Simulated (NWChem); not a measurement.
Molecule: CH5NOTe; SMILES N[Te]OC

```xyz
9

Te     0.3358    -0.4559    -0.0316
O      0.1372     1.4469     0.5786
C     -0.3601     2.3817    -0.3379
H     -1.4173     2.1944    -0.6098
H     -0.3122     3.3739     0.1419
H      0.2255     2.4265    -1.2760
N     -1.5370    -1.1676     0.0591
H     -2.1897    -0.7847    -0.6190
H     -1.9459    -1.1964     0.9893
```
Atoms are numbered in this order, from 1.

Results from NWChem. Geometry: optimised at PBE0/def2-SVP (def2 core potentials past Kr).

For level PBE/STO-3G, non-relativistic:

| Property | Result |
|---|---|
| highest occupied level (eV) | -2.28 |
| orbital gap (eV) | 4.23 |

Question: What are these values for level PBE/3-21G, non-relativistic?

Answer: The highest occupied level (eV) comes out as -4.60 and the orbital gap (eV) is 3.38.
